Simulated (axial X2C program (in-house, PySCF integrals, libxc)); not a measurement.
Bond lengths and stretching modes, held linear, of HAsH⁻

Calculated with an axial X2C code built on PySCF integrals: two-component X2C with atomic mean-field Coulomb and Gaunt terms, Gaussian nuclei, basis H dyall-v3z, As dyall-v3z with contracted cores. Spin-free rows use the one-electron spin-free X2C Hamiltonian.

Masses H 1.008, As 74.922, H 1.008 u. States: 2c Ω = 2 (beyond evenly filled blocks: ω = 1/2, ω = 3/2); spin-free M_S = 1, Λ = 1 (beyond evenly filled blocks: σα, π+α, π+β, π-α).

r2SCAN, spin-free: energies above the lowest point

| r(H–As) (Å) | r(As–H) (Å) | E (meV) |
| --- | --- | --- |
| 1.6477 | 1.6477 | 21.48 |
| 1.6477 | 1.6900 | 7.79 |
| 1.6477 | 1.7322 | 3.88 |
| 1.6900 | 1.6477 | 7.79 |
| 1.6900 | 1.6900 | 0.00 |
| 1.6900 | 1.7322 | 1.89 |
| 1.6900 | 1.7745 | 10.95 |
| 1.7322 | 1.6477 | 3.88 |
| 1.7322 | 1.6900 | 1.89 |
| 1.7322 | 1.7322 | 9.53 |
| 1.7745 | 1.6900 | 10.95 |
| 1.7745 | 1.7745 | 44.62 |

**Question.** Fit a quadratic surface with cubic terms in each bond: where is the minimum, and what are the two stretching wavenumbers?

**Answer.** At r2SCAN, spin-free: bonds 1.697 and 1.697 Å; harmonic stretches 734.9 and 1503.8 cm⁻¹; force constants 0.828, 0.828 and coupling 0.52 mdyn/Å.

The other levels and Hamiltonians give:

```
Hamiltonian   level  r(H–As) (Å)  r(As–H) (Å)  lower stretch (cm⁻¹)  upper stretch (cm⁻¹)
         2c    PBE0        1.693        1.693                 804.5                1532.8
         2c  r2SCAN        1.698        1.698                 734.5                1500.8
  spin-free    PBE0        1.692        1.692                 804.5                1535.8
```

Each state is one determinant, the lowest of a limited PBE0 search; the stretches come from a fit to these few points and carry an uncertainty of a few per cent. Other orders of the atoms were not compared. Left out for rough or failed fits: HF 2c, MP2 2c, HF spin-free, MP2 spin-free. For an anion the highest level of a functional can be positive, and the basis then holds the extra electron. The molecule was held linear; bending was not examined, so a bent shape may lie lower. Open-shell Ω = 0 determinants with evenly filled partner blocks cannot be reached by this program, so the Ω shown need not be the lowest component. Note: functional without a current term on a determinant with orbital currents, of the molecule or an atom. Note: several unpaired electrons, one determinant need not be a pure state.
